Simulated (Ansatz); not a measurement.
Total energies of N-butylpyridinium hexafluoroantimonate, `CCCC[n+]1ccccc1.[F][Sb-]([F])([F])([F])([F])[F]` from Ansatz at PBE0-D4/def2-TZVP, gas phase (1 Eh = 27.2114 eV = 2625.5 kJ/mol). The reference geometry is relaxed at PBE-D4/def2-SVP.

```tsv
state	geometry	energy (Eh)
charge 0 singlet	reference	-1244.98637
charge 1 doublet	reference	-1244.58628
charge -1 doublet	reference	-1245.04341
charge -1 doublet	relaxed at PBE-D4/def2-SVP	-1245.05887
free C atom (triplet)	–	-37.80537
free N atom (quartet)	–	-54.54382
free H atom (doublet)	–	-0.50104
free F atom (doublet)	–	-99.67617
free Sb atom (quartet)	–	-240.22283
```

In the def2 sets Sb takes a core potential; there is no spin–orbit coupling. Single mean-field runs in def2-TZVP are fitted with def2-universal-jkfit.

(1) Work out the vertical ionisation energy to the doublet.

(2) Work out the vertical electron affinity, to the doublet.

(3) Give the fundamental gap IE − EA, the Mulliken electronegativity (IE + EA)/2 and the hardness (IE − EA)/2.

(4) How much does the charge -1 doublet relax, and what is the adiabatic electron affinity?

(5) What is the binding energy per atom against free atoms?

(1) E(charge 1 doublet) − E(charge 0 singlet) = -1244.58628 − (-1244.98637) = 0.40009 Eh = 10.89 eV. For comparison, −ε of the highest occupied level is 9.36 eV at this level, 1.53 eV less.

(2) E(charge 0 singlet) − E(charge -1 doublet) = -1244.98637 − (-1245.04341) = 0.05704 Eh = 1.55 eV. The basis lacks diffuse functions, which makes affinities too small.

(3) From the values in Eh: IE − EA = 0.40009 − 0.05704 = 0.34305 Eh = 9.33 eV; (IE + EA)/2 = 6.22 eV; (IE − EA)/2 = 4.67 eV. The HOMO–LUMO gap of the same run is 6.18 eV, 3.15 eV smaller than the fundamental gap.

(4) Relaxation: -1245.04341 − (-1245.05887) = 0.01546 Eh = 0.42 eV. Adiabatic electron affinity: 0.07250 Eh = 1.97 eV, without zero-point energy. 

(5) Atoms: 9 × (-37.80537) + 1 × (-54.54382) + 14 × (-0.50104) + 6 × (-99.67617) + 1 × (-240.22283) = -1240.08656 Eh. Binding: -1240.08656 − (-1244.98637) = 4.89981 Eh = 133.33 eV, or 4.30 eV for each of 31 atoms (no zero-point energy, no counterpoise term).

At PBE0-D4/def2-TZVP the highest occupied level of the charge -1 doublet lies above zero (up to 0.12 eV). By energy differences its removal costs 1.55 eV (vertical, to the charge 0 singlet, at PBE0-D4/def2-TZVP); self-interaction error and the lack of diffuse functions both raise the level.
